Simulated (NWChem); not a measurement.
System: phosphorus nitride (PN); SMILES N#P

The following NWChem deck was run.

```
start job
memory heap 200 mb stack 900 mb global 1100 mb
geometry units angstroms noautosym nocenter noautoz
  N      0.000000     0.000000     1.004870
  P      0.000000     0.000000    -0.474538
end
basis spherical
  * library def2-svp
end
dft
  xc xwpbe 1.00 cpbe96 1.0 hfexch 1.00
  cam 0.5 cam_alpha 0.0 cam_beta 1.0
  iterations 150
  vectors input atomic output neutral.movecs
end
task dft energy
charge 1
dft
  odft
  mult 2
  vectors input atomic output cation.movecs
end
task dft energy
```

Parts of the log:

```
             Northwest Computational Chemistry Package (NWChem) 7.3.0
             --------------------------------------------------------

                             Geometry "geometry" -> ""
                             -------------------------

 Output coordinates in angstroms (scale by  1.889725989 to convert to a.u.)

  No.       Tag          Charge          X              Y              Z
 ---- ---------------- ---------- -------------- -------------- --------------
    1 N                    7.0000     0.00000000     0.00000000     1.00487000
    2 P                   15.0000     0.00000000     0.00000000    -0.47453800

 Effective nuclear repulsion energy (a.u.)      37.5580037048

  pbe96 is a nonlocal functional; adding pw91lda local functional.

                                 NWChem DFT Module
                                 -----------------

 Summary of "ao basis" -> "ao basis" (spherical)
 ------------------------------------------------------------------------------
       Tag                 Description            Shells   Functions and Types
 ---------------- ------------------------------  ------  ---------------------
 N                          def2-svp                 6       14   3s2p1d
 P                          def2-svp                 8       18   4s3p1d

            General Information
            -------------------
          SCF calculation type: DFT
          Wavefunction type:  closed shell.
          No. of atoms     :     2
          No. of electrons :    22
           Alpha electrons :    11
            Beta electrons :    11
          Charge           :     0
          Spin multiplicity:     1
          Use of symmetry is: off; symmetry adaption is: off
          Maximum number of iterations: 150
          AO basis - number of functions:    32
                     number of shells:    14
          Convergence on energy requested:  1.00D-06
          Convergence on density requested:  1.00D-05
          Convergence on gradient requested:  5.00D-04

              XC Information
              --------------
                     Hartree-Fock (Exact) Exchange  1.000
                     LC-wPBE(h)Exchange Functional  1.000
            Perdew 1991 LDA Correlation Functional  1.000 local
           PerdewBurkeErnz. Correlation Functional  1.000 non-local

           Range-Separation Parameters
           ---------------------------
           Alpha           :  0.00
           Beta            :  1.00
           Gamma           :  0.50
           Short-Range HF  :     F

             Grid Information
             ----------------
          Grid used for XC integration:  medium
          Radial quadrature: Mura-Knowles
          Angular quadrature: Lebedev.
          Tag              B.-S. Rad. Rad. Pts. Rad. Cut. Ang. Pts.
          ---              ---------- --------- --------- ---------
          N                   0.65       49           6.0       434
          P                   1.00       88           6.0       590
          Grid pruning is: on
          Number of quadrature shells:   137
          Spatial weights used:  Erf1

      Superposition of Atomic Density Guess
      -------------------------------------

 Sum of atomic energies:        -394.78184192

      Non-variational initial energy
      ------------------------------

 Total energy =    -395.009768
 1-e energy   =    -619.550064
 2-e energy   =     186.982292
 HOMO         =      -0.342353
 LUMO         =      -0.044258

   convergence    iter        energy       DeltaE   RMS-Dens  Diis-err
 ---------------- ----- ----------------- --------- --------- ---------
 d= 0,ls=0.0,diis     1   -395.6503894035 -4.33D+02  3.24D-02  5.36D-01
 d= 0,ls=0.0,diis     2   -395.5854705934  6.49D-02  1.95D-02  1.15D+00
 d= 0,ls=0.0,diis     3   -395.7271904485 -1.42D-01  2.00D-03  3.25D-03
 d= 0,ls=0.0,diis     4   -395.7277495770 -5.59D-04  5.81D-04  1.83D-04
 d= 0,ls=0.0,diis     5   -395.7277962088 -4.66D-05  3.29D-04  2.08D-05
  Resetting Diis
 d= 0,ls=0.0,diis     6   -395.7278030124 -6.80D-06  8.48D-05  1.44D-06
 d= 0,ls=0.0,diis     7   -395.7278034309 -4.19D-07  8.57D-06  2.01D-08

         Total DFT energy =     -395.727803430941
      One electron energy =     -620.288863497414
           Coulomb energy =      216.864927628279
    Exchange-Corr. energy =      -29.861871266645
 Nuclear repulsion energy =       37.558003704839

 Numeric. integr. density =       21.999999220284

                       DFT Final Molecular Orbital Analysis
                       ------------------------------------

 Vector    9  Occ=2.000000D+00  E=-4.646613D-01
              MO Center=  1.1D-10,  1.6D-10,  3.9D-01, r^2= 1.5D+00
   Bfn.  Coefficient  Atom+Function         Bfn.  Coefficient  Atom+Function
  ----- ------------  ---------------      ----- ------------  ---------------
     5      0.354493  1 N  py                26     -0.277958  2 P  py
     4      0.264017  1 N  px                23     -0.251321  2 P  py
     8     -0.233432  1 N  py                25     -0.207016  2 P  px
    22     -0.187177  2 P  px                 7     -0.173854  1 N  px
    20      0.140452  2 P  py                19      0.104605  2 P  px

 Vector   10  Occ=2.000000D+00  E=-4.646613D-01
              MO Center= -5.1D-12,  5.9D-12,  3.9D-01, r^2= 1.5D+00
   Bfn.  Coefficient  Atom+Function         Bfn.  Coefficient  Atom+Function
  ----- ------------  ---------------      ----- ------------  ---------------
     4      0.354493  1 N  px                25     -0.277958  2 P  px
     5     -0.264017  1 N  py                22     -0.251321  2 P  px
     7     -0.233432  1 N  px                26      0.207016  2 P  py
    23      0.187177  2 P  py                 8      0.173854  1 N  py
    19      0.140452  2 P  px                20     -0.104605  2 P  py

 Vector   11  Occ=2.000000D+00  E=-4.622078D-01
              MO Center= -5.2D-11, -2.1D-10,  5.4D-01, r^2= 1.9D+00
   Bfn.  Coefficient  Atom+Function         Bfn.  Coefficient  Atom+Function
  ----- ------------  ---------------      ----- ------------  ---------------
     6      0.502474  1 N  pz                24      0.344250  2 P  pz
     3     -0.316806  1 N  s                  9     -0.271991  1 N  pz
    27      0.252807  2 P  pz                18     -0.239731  2 P  s
    21     -0.184550  2 P  pz                 2     -0.144913  1 N  s
     1     -0.076962  1 N  s                 30      0.053584  2 P  d  0

 Vector   12  Occ=0.000000D+00  E= 1.897973D-02
              MO Center= -5.4D-12,  4.8D-12, -7.1D-02, r^2= 2.2D+00
   Bfn.  Coefficient  Atom+Function         Bfn.  Coefficient  Atom+Function
  ----- ------------  ---------------      ----- ------------  ---------------
    26      0.688611  2 P  py                 8     -0.469551  1 N  py
     5      0.406693  1 N  py                23      0.298490  2 P  py
    20     -0.172540  2 P  py                29     -0.118234  2 P  d -1
    25     -0.111698  2 P  px                 7      0.076165  1 N  px
     4     -0.065969  1 N  px                22     -0.048418  2 P  px

 Vector   13  Occ=0.000000D+00  E= 1.897973D-02
              MO Center=  4.8D-11,  1.3D-11, -7.1D-02, r^2= 2.2D+00
   Bfn.  Coefficient  Atom+Function         Bfn.  Coefficient  Atom+Function
  ----- ------------  ---------------      ----- ------------  ---------------
    25      0.688611  2 P  px                 7     -0.469551  1 N  px
     4      0.406693  1 N  px                22      0.298490  2 P  px
    19     -0.172540  2 P  px                31      0.118234  2 P  d  1
    26      0.111698  2 P  py                 8     -0.076165  1 N  py
     5      0.065969  1 N  py                23      0.048418  2 P  py

 Vector   14  Occ=0.000000D+00  E= 1.852063D-01
              MO Center=  1.2D-11, -2.9D-11, -3.9D-01, r^2= 2.7D+00
   Bfn.  Coefficient  Atom+Function         Bfn.  Coefficient  Atom+Function
  ----- ------------  ---------------      ----- ------------  ---------------
    18     -1.586288  2 P  s                 27     -1.584503  2 P  pz
     3      1.537858  1 N  s                  9     -0.673301  1 N  pz
     6      0.205127  1 N  pz                17      0.172867  2 P  s
    30      0.167754  2 P  d  0               2      0.162342  1 N  s
    24     -0.114967  2 P  pz                 1      0.100767  1 N  s

     Multipole analysis of the density
     ---------------------------------

     L   x y z        total         alpha         beta         nuclear
     -   - - -        -----         -----         ----         -------
     0   0 0 0     -0.000000    -11.000000    -11.000000     22.000000

     1   1 0 0     -0.000000     -0.000000     -0.000000      0.000000
     1   0 1 0      0.000000      0.000000      0.000000      0.000000
     1   0 0 1     -1.081329     -0.461315     -0.461315     -0.158699

     2   2 0 0    -12.729263     -6.364632     -6.364632      0.000000
     2   1 1 0     -0.000000     -0.000000     -0.000000      0.000000
     2   1 0 1      0.000000      0.000000      0.000000      0.000000
     2   0 2 0    -12.729263     -6.364632     -6.364632      0.000000
     2   0 1 1      0.000000      0.000000      0.000000      0.000000
     2   0 0 2    -14.946922    -26.125381    -26.125381     37.303840

                                 NWChem DFT Module
                                 -----------------

[...]
```

Level: LC-wPBE (HJS exchange hole, range parameter 0.5 per bohr)/def2-SVP, vertical spin-unrestricted ions. Coordinates come from a PBE0-D3(BJ)/def2-TZVP optimisation.
